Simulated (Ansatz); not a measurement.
Ansatz results at the PBE0-D4/def2-TZVP geometry: LUMO energy (PBE/def2-TZVPP) -3.13 eV; LUMO energy (B3LYP/def2-TZVPP) -2.58 eV; size of the dipole moment (PBE/def2-TZVPP) 0.00 D.

Question: Which molecule gave them?
A. `C#[C][Zr]([OH])([OH])[Cl]`
B. `[CH3][Zr]([NH2])([OH])[F]`
C. `[F][Zr]([F])([Br])[Br]`
D. `[OH][Zr]([F])([F])[SeH]`

Answer: C. The others give `[CH3][Zr]([NH2])([OH])[F]`: -1.24, -0.57, 2.19; `C#[C][Zr]([OH])([OH])[Cl]`: -2.37, -1.77, 3.30; `[OH][Zr]([F])([F])[SeH]`: -2.17, -1.55, 2.35.

B3LYP here is the variant with VWN-RPA as its local correlation; programs differ in this.
